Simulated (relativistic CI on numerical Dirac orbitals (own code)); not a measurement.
**Ce: what numerical and physical settings do to a radial Dirac CI calculation**

Reference input:

```
atom Ce  Z=58  charge=0  electrons=58
nucleus A=140  rms_radius_fm=4.8771
hamiltonian dirac-coulomb  breit=on  qed=on  c_scale=1
orbitals kli  potential=per-configuration
slater_scale 1
correlation none
mixing on
grid step=0.0125 r_max=259.4
scf mixing=0.4 start=green max_iterations=150 tolerance=2e-08 node_fill=0.05
configurations
  [Xe] 4f 5d 6s2
  [Xe] 4f 5d2 6s
  [Xe] 4f 5d 6s 6p
  [Xe] 4f2 6s2
  [Xe] 4f 6s2 6p
end
```

Computed lowest total energy -8848.76435 Ha, first excitation 472.5 cm⁻¹, 81 SCF steps. Runs with settings changed; * marks those that are bad on purpose (the QED terms keep the true α when c is scaled):

```
                                                               Changed        Outcome     Lowest level  ΔE (Ha)  First excitation (cm⁻¹)  SCF steps                                                                                                Message
QED terms off, start potential bare, node fill of the KLI weights 0.01      converged  4f 5d2 6s 5H°_3    -4.92                    455.9        152                                                                                                       
                                iteration limit 30, speed of light × 2  not converged                                                            77                          SCF of 1s2 2s2 2p6 3s2 3p6 3d10 4s2 4p6 4d10 4f2 5s2 5p6 6s2 did not converge
                                              nuclear radius 4.3894 fm      converged  4f 5d2 6s 5H°_3  -0.0714                    472.5         81                                                                                                       
                              nuclear radius 6.3402 fm, Breit term off      converged  4f 5d2 6s 5H°_3    -7.14                    496.3         79                                                                                                       
                                       end of the grid at 20.75 bohr *  not converged                                                             1  SCF of 1s2 2s2 2p6 3s2 3p6 3d10 4s2 4p6 4d10 4f 5s2 5p6 5d 6s2 stopped: an orbital could not be found
                                               speed of light × 0.05 *  not converged                                                             1  SCF of 1s2 2s2 2p6 3s2 3p6 3d10 4s2 4p6 4d10 4f 5s2 5p6 5d 6s2 stopped: an orbital could not be found
```

With so few configurations and no correlation the model can put configurations in the wrong order; the tabulated ground configuration is [Xe] 4f 5d 6s2.
